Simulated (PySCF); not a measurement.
**Co⁺: excitation energy**

Co⁺ [Ar] 3d8 (3F) → Co⁺ [Ar] 3d7 4p1 (high-spin determinant), as a difference of total energies. Computed with PySCF 2.14 in x2c-QZVPPall (11s7p5d4f2g, 103 functions), with scalar relativity by spin-free X2C-1e. Correlated levels: valence: [Ar] frozen; valence and next inner shell: [Ne] frozen. The calculations carry no spin-orbit coupling.

| method | excitation energy (cm⁻¹) |
| --- | --- |
| UHF | 27676 |
| LDA | 49948 |
| PBE | 47204 |
| PBE0 | 43925 |
| r2SCAN | 44410 |
| r2SCANh | 43515 |
| MP2 (valence) | 46636 |
| SCS-MP2 (valence) | 47003 |
| MP2 (valence and next inner shell) | 51108 |
| SCS-MP2 (valence and next inner shell) | 49862 |

A first-order spin-orbit estimate (lowest level to lowest level, LS coupling) adds 0.014 eV.

The basis was made for the ground configuration and has no added diffuse functions, so the excitation energy can come out too high.

The determinant of the upper state mixes LS terms, which raises its energy above the lowest term, most at the Hartree-Fock and MP2 levels.
